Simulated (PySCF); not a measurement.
## A small calculation by hand: dipole moment from atomic charges

F3HOSn, SMILES [OH][Sn]([F])([F])[F]. Atoms are numbered in the order given.

```xyz
6

O      0.9502     1.7184     0.0000
Sn     0.0134     0.0045     0.0000
F     -1.8839     0.2925     0.0000
F      0.4653    -1.0584    -1.5247
F      0.4653    -1.0584     1.5247
H      0.3096     2.4481     0.0000
```
Charge 0, spin multiplicity 1.

Coordinates come from a r2SCAN-D4/def2-SVP optimisation. The def2 effective core potentials stand for the cores of Sn; spin–orbit coupling is left out. One conformer was computed; it need not be the lowest.

Charges (e) from ωB97X/def2-TZVP (PySCF):

| atom | ESP fit | Mulliken |
|---|---|---|
| O1 | -0.638 | -0.623 |
| Sn2 | 1.336 | 1.589 |
| F3 | -0.388 | -0.441 |
| F4 | -0.352 | -0.436 |
| F5 | -0.352 | -0.436 |
| H6 | 0.394 | 0.347 |

The dipole moment of the full density is 2.37 D.

**Question.** What dipole moment does each set of point charges give, and which comes closer to that of the density?

**Answer.** 
μ = Σ q r, and 1 e Å = 4.8032 D.
ESP fit: Σ q r = (-0.063, 0.506, 0.000) e Å, |μ| = 2.45 D.
Mulliken: Σ q r = (-0.038, 0.580, 0.000) e Å, |μ| = 2.79 D.
ESP fit comes closer in size. Point charges leave out the atoms' own dipoles (lone pairs, polarised bonds); fits to the potential absorb them, partitions of the density don't.
